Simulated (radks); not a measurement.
Results of a calculation; reference values are marked as such.
Removal energies from the rubidium ion Rb5+, [Ar] 3d10 4s2 4p2, by Delta-SCF beside the eigenvalue of the level emptied. Code: a radial shooting solver on a logarithmic mesh with Libxc functionals. Model: scalar-relativistic Kohn-Sham, BLYP, spin-polarised, spherical densities, finite nucleus; Fermi nuclear charge, rms radius of each element as measured or else 0.836 A^(1/3) + 0.57 fm. Open shells are filled with parallel spins first.

| removed from | final configuration | Delta-SCF (eV) | -eigenvalue (eV) |
|---|---|---|---|
| 4p | [Ar] 3d10 4s2 4p1 | 83.434 | 76.094 |
| 4s | [Ar] 3d10 4s1 4p2 | 99.742 | 92.039 |
| 3d | [Ar] 3d9 4s2 4p2 | 190.55 | 173.67 |
| 3p | [Ne] 3s2 3p5 3d10 4s2 4p2 | 311.37 | 294.63 |
